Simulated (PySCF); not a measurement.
**Be (beryllium, neutral) across methods**

[He] 2s1 3d1, high-spin 3D determinant (an excited configuration). All numbers are calculated (PySCF 2.14, no relativity, point nucleus, in aug-cc-pCVQZ (9s8p6d4f2g, 109 functions)).

```json
{"method": "TPSSh", "E (hartree)": "-14.3790", "mean ε 1s β (eV)": "-115.75", "mean ε 2s α (eV)": "-9.706", "mean ε 3d α (eV)": "0.321", "Σ⟨r²⟩ (bohr²)": "37.84", "⟨S²⟩": "2.000"}
{"method": "r2SCAN", "E (hartree)": "-14.3641", "mean ε 1s β (eV)": "-114.49", "mean ε 2s α (eV)": "-9.465", "mean ε 3d α (eV)": "0.490", "Σ⟨r²⟩ (bohr²)": "37.91", "⟨S²⟩": "2.000"}
{"method": "UHF", "E (hartree)": "-14.29306", "mean ε 1s β (eV)": "-133.98", "mean ε 2s α (eV)": "-12.839", "mean ε 3d α (eV)": "-0.440", "Σ⟨r²⟩ (bohr²)": "38.19", "⟨S²⟩": "2.000"}
{"method": "PBE0", "E (hartree)": "-14.3479", "mean ε 1s β (eV)": "-117.71", "mean ε 2s α (eV)": "-10.261", "mean ε 3d α (eV)": "0.098", "Σ⟨r²⟩ (bohr²)": "37.85", "⟨S²⟩": "2.000"}
{"method": "PBE", "E (hartree)": "-14.3465", "mean ε 1s β (eV)": "-112.02", "mean ε 2s α (eV)": "-9.278", "mean ε 3d α (eV)": "0.362", "Σ⟨r²⟩ (bohr²)": "37.78", "⟨S²⟩": "2.000"}
{"method": "M06-2X", "E (hartree)": "-14.3649", "mean ε 1s β (eV)": "-123.11", "mean ε 2s α (eV)": "-11.073", "mean ε 3d α (eV)": "0.005", "Σ⟨r²⟩ (bohr²)": "37.88", "⟨S²⟩": "2.000"}
{"method": "LDA", "E (hartree)": "-14.1582", "mean ε 1s β (eV)": "-110.73", "mean ε 2s α (eV)": "-9.190", "mean ε 3d α (eV)": "0.535", "Σ⟨r²⟩ (bohr²)": "37.73", "⟨S²⟩": "2.000"}
{"method": "LC-wPBE", "E (hartree)": "-14.3348", "mean ε 1s β (eV)": "-118.02", "mean ε 2s α (eV)": "-12.865", "mean ε 3d α (eV)": "-0.795", "Σ⟨r²⟩ (bohr²)": "37.67", "⟨S²⟩": "2.000"}
```

The outer electron is Rydberg-like, and this basis confines it to a smaller radius and binds it less than a complete one would.

The highest occupied level is positive at TPSSh, r2SCAN, PBE0, PBE, M06-2X, LDA: only the finite basis holds that electron, which in a density functional comes from self-interaction.
